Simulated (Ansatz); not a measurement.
Mulliken charges of BCl2GeH5Si (`[SiH3][GeH2][B](Cl)Cl`) from ωB97M-V/def2-TZVPP in Ansatz (PBE0-D4/def2-TZVP geometry).

| atom | x (Å) | y (Å) | z (Å) | charge (e) |
| --- | --- | --- | --- | --- |
| Si1 | -0.736 | -0.917 | 1.264 | 0.039 |
| Ge2 | 0.986 | 0.132 | -0.008 | -0.114 |
| B3 | 0.098 | 1.050 | -1.625 | 0.143 |
| Cl4 | -0.167 | 0.175 | -3.108 | -0.057 |
| Cl5 | -0.484 | 2.689 | -1.508 | -0.057 |
| H6 | -0.162 | -1.595 | 2.456 | -0.010 |
| H7 | -1.436 | -1.922 | 0.422 | -0.007 |
| H8 | -1.718 | 0.105 | 1.712 | -0.008 |
| H9 | 1.993 | -0.932 | -0.474 | 0.035 |
| H10 | 1.711 | 1.164 | 0.872 | 0.035 |

Task: By hand: the dipole of these point charges (1 e Å = 4.8032 D).

Result: Σ q r = (0.065, -0.027, 0.054) e Å, of length 0.089 e Å = 0.43 D.

Task: How does the dipole of the full density compare? (Best estimate.)

Result: Computed: (0.034, -0.051, 0.087) e Å, 0.51 D; the point charges give 0.84 times that, at 29° from its direction.

Point charges leave out the atoms' own dipoles, such as those of lone pairs, and Mulliken's split depends on the basis, so the two needn't agree.
